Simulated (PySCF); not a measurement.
# C6H8Si2: full NMR table

```
Formula                               : C6H8Si2
SMILES                                : C#CC1=C[SiH2]C=C[SiH2]1
InChI                                 : InChI=1S/C6H8Si2/c1-2-6-5-7-3-4-8-6/h1,3-5H,7-8H2
Point group of the computed structure : C1
Degrees of unsaturation               : 5
Carbon signals                        : 6
Proton signals                        : 6
```

Bonds (- single, = double, # triple, : aromatic): C1#C2, C2-C3, C3=C4, C4-Si5, Si5-C6, C6=C7, C7-Si8, Si8-C3. C1 carries H9; C4 carries H10; Si5 carries H11, H12; C6 carries H13; C7 carries H14; Si8 carries H15, H16.

No relativistic terms, rapidly exchanging positions averaged, one computed conformer, no solvent. Shieldings: GIAO PBE0/pcSseg-1; structure optimised with GFN2-xTB; PySCF.

References, each an isolated molecule treated in the same way: $^{1}$H (31.72 ppm), $^{13}$C (186.93 ppm), $^{29}$Si (349.16 ppm) vs TMS.

| carbon | δC, type | δH (multiplicity) | HMBC from (2–3 bonds) | span of the C tensor (ppm) |
| --- | --- | --- | --- | --- |
| C1 | 93.9, CH | 3.29 (s) | – | 135 |
| C2 | 89.7, C | – | H10, H15/H16, H9 | 314 |
| C3 | 144.0, C | – | H10, H14, H11/H12, H15/H16, H9 | 242 |
| C4 | 160.6, CH | 7.73 (t) | H13, H11/H12, H15/H16 | 266 |
| C6 | 153.0, CH | 7.39 (m) | H10, H14, H11/H12, H15/H16 | 264 |
| C7 | 153.0, CH | 7.34 (m) | H13, H11/H12, H15/H16 | 257 |

Other nuclei:
| atoms | nucleus | environment | δ (ppm) | σ (ppm) |
| --- | --- | --- | --- | --- |
| H11/H12 | $^{1}$H | hydrogen on a silicon bonded to 2 C, in a 6-membered ring | 4.75 | 26.97 |
| H15/H16 | $^{1}$H | hydrogen on a silicon bonded to 2 C, in a 6-membered ring | 4.67 | 27.04 |
| Si8 | $^{29}$Si | silicon bonded to 2 C, 2 H, in a 6-membered ring | -70.1 | 419.3 |
| Si5 | $^{29}$Si | silicon bonded to 2 C, 2 H, in a 6-membered ring | -72.5 | 421.6 |

Carbon types of the structure: 2 × C, 4 × CH, leaving 4 H on heteroatoms. δC 160.6, 153.0, 153.0: alkene CH; the olefinic region. δC 144.0: fully substituted alkene carbon; the olefinic region. δC 93.9: terminal alkyne carbon; the triple bond shields along its axis, which puts it between sp3 and sp2 carbons. δC 89.7: alkyne carbon; sp carbons lie upfield of alkene carbons because the cylindrical π system leaves one tensor component strongly shielded. δH 7.73, 7.39, 7.34: hydrogen on an alkene CH; a vinylic proton, deshielded by the sp2 carbon and the C=C anisotropy.

Shifts are as computed. Against solution values, carbons near 30 ppm lie about +3 ppm off and those near 130 ppm about +5 ppm. Of 1211 compounds with measured shifts, 218 miss one by over three times the rms of a fit or turn the order of signals round; such compounds aren't used in these exercises. Multiplicities follow the n + 1 count of equivalent neighbours, as no J values were calculated; m marks all less simple cases, F and P coupling included.
